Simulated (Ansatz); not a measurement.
Task: Name a neutral molecule of C, S and H with LUMO energy (B3LYP/def2-TZVPP) between 0.65 and 0.95 eV and size of the dipole moment (PBE/def2-TZVPP) between 1.50 and 1.80 D (Ansatz, PBE0-D4/def2-TZVP geometry).

Result: `C1CCCSCC1` (0.77 eV, 1.67 D); `C1CCSCC1` (0.85 eV, 1.75 D). Other molecules can fit too; these were computed, each in one conformer that needn't be the lowest.

B3LYP here is the variant with VWN-RPA as its local correlation; programs differ in this.
